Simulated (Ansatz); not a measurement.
Two isomers of C9H20: A = `CC(C)CCC(C)(C)C`, B = `CC(C)CC(C)C(C)C`.

Gas-phase electronic energies from Ansatz, PBE0-D4/def2-TZVP geometries. CCSD(T)/CBS is the MP2 limit (def2-TZVPP, def2-QZVPP) plus CCSD(T) − MP2 in def2-TZVPP, frozen cores. DFT in def2-TZVPP. B3LYP here is the variant with VWN-RPA as its local correlation; programs differ in this. One conformer a species, not always the lowest.

(1) Which isomer does CCSD(T)/CBS put lower? Give the gap. (An estimate is asked.)

(2) Give E(B) − E(A) in kJ/mol with CCSD/def2-TZVPP, MP2/def2-TZVPP, B3LYP, ωB97M-V, CCSD(T)/def2-SVP, r2SCAN-D4, PBE-D4. (Estimate.)

Largest T1 diagnostic: 0.009.

Results:

(1) Ansatz gave: A, by 15.4 kJ/mol.

(2) Computed: CCSD/def2-TZVPP 15.3, MP2/def2-TZVPP 16.4, B3LYP 15.5, ωB97M-V 14.1, CCSD(T)/def2-SVP 16.0, r2SCAN-D4 15.0, PBE-D4 13.1. None reverses the order clearly.

Leaving LDA and LC-ωPBE aside and taking each functional with its dispersion term where it has one, the values, not all of them listed here, spread over 2.8 kJ/mol, from PBE-D4 to PBE-QIDH.
